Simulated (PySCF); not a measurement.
# Polarisability and C₆ of Ga (gallium, neutral)

[Ar] 3d10 4s2 4p1, 2P determinant. Computed with PySCF 2.14 in aug-cc-pwCVDZ-PP with ECP10MDF (6s5p4d1f, 48 functions), with a scalar-relativistic core potential. Coupled (time-dependent) response in atomic units; α is the mean over directions. A double-zeta set is small for polarisabilities.

```json
{"method": "UHF", "mean α (bohr³)": "56.75", "α xx, yy, zz": "44.85, 80.53, 44.85", "C₆ (like pair)": "499.6", "S(−4)": "1879"}
{"method": "PBE", "mean α (bohr³)": "61.97", "α xx, yy, zz": "45.05, 95.82, 45.05", "C₆ (like pair)": "525.6", "S(−4)": "2980"}
{"method": "PBE0", "mean α (bohr³)": "58.53", "α xx, yy, zz": "44.12, 87.34, 44.12", "C₆ (like pair)": "498.9", "S(−4)": "2370"}
{"method": "r2SCAN0", "mean α (bohr³)": "55.65", "α xx, yy, zz": "42.90, 81.14, 42.90", "C₆ (like pair)": "484.9", "S(−4)": "1870"}
{"method": "PW91", "mean α (bohr³)": "61.70", "α xx, yy, zz": "44.55, 96.01, 44.55", "C₆ (like pair)": "520.7", "S(−4)": "2997"}
```

S(−4) is the Cauchy moment in α(ω) = α(0) + S(−4) ω² + …

Reference α: 50 ± 3 bohr³ (recommended; Schwerdtfeger and Nagle, table of static dipole polarizabilities (2023 update)). Published C₆: 498.0 (Chu and Dalgarno (2004); Tang, Norbeck and Certain (1976)).

Spin-orbit coupling is absent.

α(iu) at UHF:

```json
{"u (hartree)": "0", "α(iu) (bohr³)": "56.75"}
{"u (hartree)": "0.0500", "α(iu) (bohr³)": "52.60"}
{"u (hartree)": "0.100", "α(iu) (bohr³)": "44.12"}
{"u (hartree)": "0.200", "α(iu) (bohr³)": "28.85"}
{"u (hartree)": "0.300", "α(iu) (bohr³)": "19.18"}
{"u (hartree)": "0.500", "α(iu) (bohr³)": "9.839"}
{"u (hartree)": "0.750", "α(iu) (bohr³)": "5.390"}
{"u (hartree)": "1.00", "α(iu) (bohr³)": "3.483"}
{"u (hartree)": "1.50", "α(iu) (bohr³)": "1.919"}
{"u (hartree)": "2.00", "α(iu) (bohr³)": "1.292"}
{"u (hartree)": "3.00", "α(iu) (bohr³)": "0.7687"}
{"u (hartree)": "5.00", "α(iu) (bohr³)": "0.3980"}
```

The components differ because the open shell of this determinant is not spherical; for a pure term their mean is the scalar polarisability.

Energies and moments cover only the electrons outside the core potential.
